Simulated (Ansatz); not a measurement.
Reaction (formal hydrolysis of the Si–N bond): `CN[SiH2][SeH]` + H₂O → `O[SiH2][SeH]` + CH₃NH₂

Isolated molecules relaxed with PBE0-D4/def2-TZVP in Ansatz; ΔE leaves out vibrations. CCSD(T)/CBS adds triple-zeta CCSD(T) − MP2 to the extrapolated MP2 energy (def2 sets, frozen cores). This one scheme is used for every species. Functionals use def2-TZVPP. HSE06 is defined as in plane-wave codes. For Se outer-core shells are correlated without core-valence functions, which leaves a few kJ/mol of doubt a bond. Scalar relativity is left out up to krypton. One conformer a species, not always the lowest.

CCSD(T)/CBS gives -31.4 kJ/mol.

Q: Another level gave -35.7 kJ/mol. Which?
A. PBE-D4/def2-TZVPP
B. HSE06/def2-TZVPP
C. CAM-B3LYP/def2-TZVPP
D. HF/def2-TZVPP

A: B. HSE06 -35.7, PBE-D4 -30.6, CAM-B3LYP -41.6, HF/def2-TZVPP -47.1 kJ/mol.

Q: What do rigid-rotor, harmonic-oscillator terms from PBE0-D4/def2-TZVP frequencies (298.15 K, 1 bar) make of the CCSD(T)/CBS value? (Estimate.)

A: Ansatz gave: ΔZPE = +5.1 kJ/mol, ΔH = -29.0 kJ/mol, ΔS = 13 J/(mol·K), ΔG = -33.0 kJ/mol.

Largest T1 diagnostic among the species: 0.010.

Leaving LDA and LC-ωPBE aside and taking each functional with its dispersion term where it has one, the values, not all of them listed here, spread over 11.6 kJ/mol, from B97M-V to revPBE-D4. LDA lies +6.1 kJ/mol from PBE without D4. In def2-TZVPP, CCSD(T) changes the Hartree–Fock value by +13.6 kJ/mol (the triples alone add +1.9 kJ/mol) and MP2 by +15.7 kJ/mol. The D4 term adds +8.3 kJ/mol with B3LYP and +4.9 kJ/mol with PBE0; it sums over pairs of atoms, weighted by their polarisabilities, and B3LYP, whose exchange is more repulsive, gets the larger term.

CCSD(T)/CBS has its own doubt, a few kJ/mol and more with outer-core shells, so smaller differences from it don't rank the levels.

B3LYP here is the variant with VWN-RPA as its local correlation; programs differ in this.
